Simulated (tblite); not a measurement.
Compound: C8H15P.
Bonds: C1–C2 (double), C2–C3, C3–P4, P4–C5, C5–C6, P4–C7, C7–C8 (double), C7–C9. Hydrogens: H10, H11 on C1; H12 on C2; H13, H14 on C3; H15, H16 on C5; H17, H18, H19 on C6; H20, H21 on C8; H22, H23, H24 on C9.

Computed with GFN2-xTB (tblite), gas phase: L-BFGS steps from a force-field or distance-geometry start until the largest atomic force falls under 0.01 eV/Å.

Step 12: E = -740.8318 eV
```
atom  x, y, z in Å  |  force x, y, z in eV/Å
C1      2.7279    0.9787    1.8908   -0.044   0.003  -0.019
C2      2.3064   -0.1247    1.2997    0.012  -0.018   0.051
C3      0.8832   -0.5417    1.1746   -0.052  -0.006  -0.069
P4      0.5054   -0.5645   -0.6665    0.018   0.033   0.023
C5      0.1418    1.2580   -0.8553    0.004  -0.020   0.028
C6     -0.2689    1.5845   -2.2837    0.003  -0.001   0.018
C7     -1.2078   -1.2396   -0.6902    0.025   0.004  -0.006
C8     -1.5219   -1.9542   -1.7635   -0.004   0.000   0.003
C9     -2.1684   -1.0099    0.4317   -0.021   0.011   0.023
H10     2.0485    1.6607    2.3759   -0.026   0.008  -0.011
H11     3.7684    1.2495    1.9160    0.041  -0.011   0.031
H12     3.0123   -0.7925    0.8217    0.033   0.016   0.017
H13     0.7555   -1.5686    1.5317    0.021   0.022   0.002
H14     0.2156    0.1268    1.7256    0.018  -0.027  -0.054
H15     1.0746    1.7722   -0.6010   -0.043   0.009  -0.006
H16    -0.6293    1.5760   -0.1457    0.032  -0.032  -0.026
H17     0.5022    1.2606   -2.9795   -0.003  -0.006  -0.009
H18    -1.1955    1.0742   -2.5401   -0.005  -0.017  -0.005
H19    -0.4182    2.6551   -2.4102   -0.004   0.018   0.015
H20    -0.8013   -2.1166   -2.5474    0.000  -0.020  -0.032
H21    -2.4947   -2.3997   -1.9031   -0.019   0.010  -0.002
H22    -1.8163   -1.4910    1.3433    0.016   0.005   0.011
H23    -3.1409   -1.4261    0.1770   -0.029   0.003   0.017
H24    -2.2905    0.0527    0.6370    0.029   0.017   0.000
```

Step 13: E = -740.8327 eV
```
atom  x, y, z in Å  |  force x, y, z in eV/Å
C1      2.7270    0.9797    1.8896   -0.032   0.011   0.013
C2      2.3065   -0.1249    1.3004    0.018  -0.008   0.035
C3      0.8833   -0.5407    1.1696   -0.032  -0.014  -0.039
P4      0.5054   -0.5657   -0.6706    0.028   0.036   0.045
C5      0.1415    1.2557   -0.8543   -0.004   0.009   0.003
C6     -0.2693    1.5836   -2.2827    0.000   0.006   0.009
C7     -1.2076   -1.2397   -0.6902    0.031   0.004  -0.015
C8     -1.5218   -1.9540   -1.7637   -0.014  -0.004  -0.001
C9     -2.1670   -1.0087    0.4325   -0.021   0.009   0.014
H10     2.0482    1.6614    2.3761   -0.034   0.013  -0.023
H11     3.7681    1.2497    1.9197    0.028  -0.020   0.024
H12     3.0161   -0.7921    0.8271    0.021   0.006   0.005
H13     0.7545   -1.5667    1.5268    0.023  -0.006   0.010
H14     0.2151    0.1263    1.7214    0.016  -0.015  -0.062
H15     1.0739    1.7701   -0.5986   -0.044   0.008  -0.011
H16    -0.6299    1.5731   -0.1445    0.035  -0.038  -0.030
H17     0.5019    1.2603   -2.9793   -0.008  -0.003  -0.001
H18    -1.1960    1.0733   -2.5401    0.004  -0.014   0.000
H19    -0.4192    2.6544   -2.4094   -0.001   0.012   0.019
H20    -0.8020   -2.1182   -2.5485   -0.004  -0.013  -0.018
H21    -2.4952   -2.3975   -1.9030   -0.029   0.002  -0.005
H22    -1.8150   -1.4904    1.3436    0.020   0.006   0.016
H23    -3.1403   -1.4230    0.1794   -0.040  -0.012   0.008
H24    -2.2899    0.0536    0.6375    0.040   0.027   0.004
```

Step 14: E = -740.8334 eV
```
atom  x, y, z in Å  |  force x, y, z in eV/Å
C1      2.7259    0.9808    1.8888   -0.010   0.012   0.038
C2      2.3067   -0.1253    1.3015    0.018   0.002   0.013
C3      0.8831   -0.5402    1.1647    0.011  -0.019   0.003
P4      0.5060   -0.5661   -0.6733    0.029   0.021   0.035
C5      0.1412    1.2538   -0.8537   -0.007   0.026  -0.025
C6     -0.2696    1.5830   -2.2818   -0.006   0.010  -0.004
C7     -1.2071   -1.2397   -0.6904    0.020   0.001  -0.014
C8     -1.5219   -1.9538   -1.7640   -0.018  -0.006  -0.005
C9     -2.1662   -1.0076    0.4334   -0.012   0.004   0.000
H10     2.0472    1.6623    2.3758   -0.037   0.016  -0.033
H11     3.7681    1.2494    1.9234    0.001  -0.027   0.020
H12     3.0197   -0.7916    0.8318    0.007  -0.001   0.001
H13     0.7540   -1.5652    1.5229    0.021  -0.030   0.014
H14     0.2148    0.1256    1.7167    0.005   0.002  -0.058
H15     1.0726    1.7687   -0.5968   -0.030   0.015  -0.013
H16    -0.6299    1.5701   -0.1440    0.019  -0.034  -0.019
H17     0.5014    1.2600   -2.9792   -0.011   0.001   0.006
H18    -1.1963    1.0723   -2.5401    0.011  -0.009   0.006
H19    -0.4201    2.6539   -2.4083    0.001   0.004   0.021
H20    -0.8028   -2.1197   -2.5497   -0.012  -0.006  -0.002
H21    -2.4961   -2.3956   -1.9030   -0.028  -0.001  -0.005
H22    -1.8136   -1.4898    1.3442    0.017   0.011   0.012
H23    -3.1405   -1.4205    0.1817   -0.033  -0.016   0.004
H24    -2.2886    0.0549    0.6380    0.046   0.025   0.006
```

Step 15: E = -740.8341 eV
```
atom  x, y, z in Å  |  force x, y, z in eV/Å
C1      2.7248    0.9818    1.8888    0.009   0.006   0.049
C2      2.3072   -0.1256    1.3027    0.013   0.009  -0.005
C3      0.8832   -0.5403    1.1608    0.049  -0.022   0.041
P4      0.5070   -0.5660   -0.6749    0.021  -0.003   0.008
C5      0.1410    1.2527   -0.8536   -0.004   0.025  -0.038
C6     -0.2700    1.5826   -2.2812   -0.009   0.011  -0.016
C7     -1.2063   -1.2397   -0.6908    0.000  -0.002  -0.008
C8     -1.5221   -1.9538   -1.7643   -0.017  -0.004  -0.005
C9     -2.1657   -1.0067    0.4341    0.002   0.000  -0.013
H10     2.0456    1.6633    2.3749   -0.036   0.019  -0.038
H11     3.7681    1.2485    1.9268   -0.023  -0.027   0.019
H12     3.0229   -0.7911    0.8357   -0.004  -0.005   0.001
H13     0.7541   -1.5645    1.5201    0.019  -0.043   0.015
H14     0.2146    0.1251    1.7118   -0.007   0.016  -0.045
H15     1.0710    1.7681   -0.5956   -0.009   0.025  -0.012
H16    -0.6296    1.5670   -0.1439   -0.005  -0.025  -0.004
H17     0.5008    1.2598   -2.9790   -0.010   0.005   0.008
H18    -1.1963    1.0714   -2.5399    0.011  -0.005   0.008
H19    -0.4207    2.6537   -2.4069    0.000   0.000   0.019
H20    -0.8037   -2.1212   -2.5509   -0.020  -0.001   0.011
H21    -2.4974   -2.3940   -1.9030   -0.021   0.000  -0.002
H22    -1.8121   -1.4891    1.3449    0.010   0.016   0.001
H23    -3.1413   -1.4187    0.1838   -0.013  -0.010   0.004
H24    -2.2866    0.0564    0.6384    0.045   0.014   0.004
```

**Question.** Estimate the geometry and energy of step 16. (The exact step hangs on the optimiser's Hessian estimate; all steps are aligned on step 15, rigid shifts and turns removed.)

**Answer.** E = -740.8348 eV, largest force 0.100 eV/Å
```
atom  x, y, z in Å  |  force x, y, z in eV/Å
C1      2.7236    0.9829    1.8896    0.021  -0.006   0.051
C2      2.3081   -0.1257    1.3041    0.006   0.012  -0.017
C3      0.8842   -0.5408    1.1573    0.073  -0.022   0.065
P4      0.5087   -0.5658   -0.6765    0.007  -0.030  -0.025
C5      0.1407    1.2518   -0.8542    0.002   0.011  -0.035
C6     -0.2706    1.5824   -2.2808   -0.011   0.009  -0.022
C7     -1.2055   -1.2398   -0.6914   -0.021  -0.005   0.002
C8     -1.5228   -1.9538   -1.7647   -0.016   0.000  -0.003
C9     -2.1652   -1.0056    0.4347    0.018  -0.002  -0.022
H10     2.0429    1.6649    2.3731   -0.031   0.021  -0.039
H11     3.7678    1.2470    1.9310   -0.040  -0.020   0.021
H12     3.0264   -0.7905    0.8399   -0.012  -0.008   0.003
H13     0.7547   -1.5646    1.5176    0.017  -0.047   0.014
H14     0.2142    0.1247    1.7054   -0.015   0.026  -0.027
H15     1.0688    1.7682   -0.5947    0.015   0.036  -0.012
H16    -0.6293    1.5631   -0.1439   -0.031  -0.012   0.011
H17     0.4999    1.2597   -2.9787   -0.004   0.009   0.003
H18    -1.1961    1.0701   -2.5397    0.004   0.000   0.007
H19    -0.4215    2.6535   -2.4050   -0.003   0.002   0.012
H20    -0.8052   -2.1230   -2.5521   -0.027   0.003   0.021
H21    -2.4992   -2.3923   -1.9031   -0.011   0.002   0.001
H22    -1.8104   -1.4879    1.3456    0.001   0.020  -0.014
H23    -3.1426   -1.4169    0.1862    0.017   0.002   0.005
H24    -2.2834    0.0582    0.6389    0.039  -0.003  -0.001
```

The energy changes by -0.0008 eV. The first-order estimate −F·Δx gives -0.0010 eV and the mean of the old and new forces, exact on a quadratic surface, -0.0008 eV. The step makes an angle of 65° with the force vector and moves no atom by more than 0.006 Å.

What follows is the cost of the whole relaxation. Time: 1.4 s of wall time. Hardware: one thread, Arm Neoverse N1 (aarch64), shared host.
